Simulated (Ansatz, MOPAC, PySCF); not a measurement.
Constitutional and geometric isomers with formula C2H4B2. Isolated molecules, 0 K electronic values unless said otherwise. One relaxed conformer stands for each flexible species; it need not be the lowest. Strings in code marks are SMILES.

Quantity: vertical ionisation energy (energy after one electron is removed minus that of the parent at the parent's geometry), in eV. The restricted reference of `B1=BCC1`, `CC1=BB1`, `[H]/B=C/C=B/[H]` and `CB1B=C1` is unstable towards unrestricted orbitals.

Level 1: frozen-core MP2/cc-pVTZ // CAM-B3LYP-D3(BJ)/def2-TZVP (Ansatz, a first-principles code)
Level 2: PBE/6-31G* // CAM-B3LYP-D3(BJ)/def2-TZVP (PySCF)
Level 3: minus the HOMO energy of PM3 // CAM-B3LYP-D3(BJ)/def2-TZVP (MOPAC)
Level 4: minus the HOMO energy of SVWN5/6-31G* // CAM-B3LYP-D3(BJ)/def2-TZVP (PySCF)

| species | level 2 | level 3 | level 4 |
|---|---|---|---|
| `B1=BCC1` | 7.15 | 10.56 | 4.00 |
| `BB1C=C1` | 10.12 | 11.70 | 6.69 |
| `CB1B=C1` | 9.68 | 11.36 | 6.19 |
| `BC#CB` | 10.41 | 11.39 | 7.39 |
| `CC1=BB1` | 9.85 | 11.39 | 6.42 |
| `BC1=CB1` | 10.00 | 11.73 | 6.64 |
| `B=C=BC` | 9.21 | 10.73 | 5.95 |
| `[H]/B=C/C=B/[H]` | 7.18 | 9.11 | 4.19 |

Q: What does level 1 give for each, and how far do the other levels lie from it on average?

A: 
- `B1=BCC1`: 7.65
- `BB1C=C1`: 10.42
- `CB1B=C1`: 10.22
- `BC#CB`: 11.31
- `CC1=BB1`: 10.36
- `BC1=CB1`: 10.37
- `B=C=BC`: 9.56
- `[H]/B=C/C=B/[H]`: 7.59
Mean absolute difference from level 1, which has limits of its own, over these rows (drawn at random from the members that have all these levels): level 2 0.48 eV, level 3 1.31 eV, level 4 3.75 eV.
